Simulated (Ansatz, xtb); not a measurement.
Ranking isomers of AlCl3H2Se

3 gas-phase structures of AlCl3H2Se, from a drawn sample of its isomers (lower ones may exist). Each was relaxed with GFN2-xTB:

A. a singlet given by its coordinates
B. `[Cl][AlH2-][Se+](Cl)Cl`, a singlet
C. a singlet given by its coordinates

C (Å):

```xyz
7

Al   -0.8990    0.1678    1.2324
Cl    0.4136    1.1801    2.4336
Cl   -0.3013   -0.3360   -0.6518
Cl   -2.8806    0.1965    1.7164
Se   -0.3464   -2.4364    2.4224
H    -0.4326   -1.9421    3.7777
H     1.0860   -2.2453    2.4124
```

Close contacts (Å): Al1–Cl2 2.05, Al1–Cl3 2.04, Al1–Cl4 2.04, Al1–Se5 2.92, Se5–H6 1.45, Se5–H7 1.45.

A (Å):

```xyz
7

Al   -0.8126    0.5002   -0.8713
Cl    1.5629   -0.9764    1.2226
Cl   -1.0300    2.2930   -1.8051
Cl   -2.0034   -0.1106    0.6646
Se    1.4476    1.0424    0.6310
H     0.8485    1.5630    1.8593
H    -0.0190   -0.5864   -1.6055
```

Close contacts (Å): Al1–Cl3 2.03, Al1–Cl4 2.04, Al1–Se5 2.77, Cl2–Se5 2.11, Al1–H7 1.53, Se5–H6 1.46.

Problem. Make a reasoned guess at their ranking by r2SCAN-D4/def2-SVP single-point energy.

Solution. Calculated order at r2SCAN-D4/def2-SVP: C (0.000), A (2.598), B (4.951) eV.

Energies above the lowest of each column, in eV; the last columns are at PBE0-D4/def2-SVP geometries and were run for some of them only (a dash: not run or not comparable):

```json
{"structure": "C", "GFN2-xTB": "0.000", "HF/STO-3G": "0.000", "r2SCAN-D4/def2-SVP": "0.000", "PBE0-D4/def2-SVP": "0.000", "CCSD(T)/def2-SVP + ΔMP2/def2-TZVPP": "0.000"}
{"structure": "A", "GFN2-xTB": "0.797", "HF/STO-3G": "2.575", "r2SCAN-D4/def2-SVP": "2.598", "PBE0-D4/def2-SVP": "2.435", "CCSD(T)/def2-SVP + ΔMP2/def2-TZVPP": "2.423"}
{"structure": "B", "GFN2-xTB": "1.701", "HF/STO-3G": "5.515", "r2SCAN-D4/def2-SVP": "4.951", "PBE0-D4/def2-SVP": "–", "CCSD(T)/def2-SVP + ΔMP2/def2-TZVPP": "–"}
```

Every level run on C puts it lowest or level with the lowest. Flexible structures stand in one conformer each, not always the lowest. Frequencies (GFN2-xTB) were run for A, C alone. The ΔMP2 step shifts differences by up to 0.175 eV, which makes them less sure. ΔMP2 is the change of the MP2 energy from the smaller to the larger basis.

Programs: Ansatz 0.2.0, xtb 6.7.1.
